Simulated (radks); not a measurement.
The numbers below are computed, except where a source is named.
Ionisation of neutral praseodymium, [Xe] 4f3 6s2, to [Xe] 4f3 6s1 as the strength of local exchange is varied. Level of theory: scalar-relativistic Kohn-Sham, Slater X-alpha exchange (alpha = 2/3 is LDA exchange), no correlation, spin-unpolarised, spherical densities, point nucleus (a radial shooting solver on a logarithmic mesh with Libxc functionals).

alpha  E(Pr) (hartree)  exchange (hartree)  IE (eV)  -e of the level emptied (eV)  <r> of it (bohr)
0.667       -9224.9666           -203.2799    5.091                    2.819 (6s)             4.567
0.774       -9257.7411           -236.7433    5.556                    3.232 (6s)             4.440
0.847       -9280.1687           -259.7008    5.896                    3.543 (6s)             4.352
0.859       -9283.8606           -263.4846    5.954                    3.596 (6s)             4.337

NIST Atomic Spectra Database: 5.470 eV (semi-empirical). The Delta-SCF value meets it near alpha = 0.75. Spin polarisation and multiplet splitting are left out, so open shells lie too high by an amount that depends on their filling. Spin-orbit splitting is averaged out at the scalar-relativistic level.

Beside tabulated values, note that spin-unpolarised runs miss the spin-polarisation part of the exchange energy of open shells.
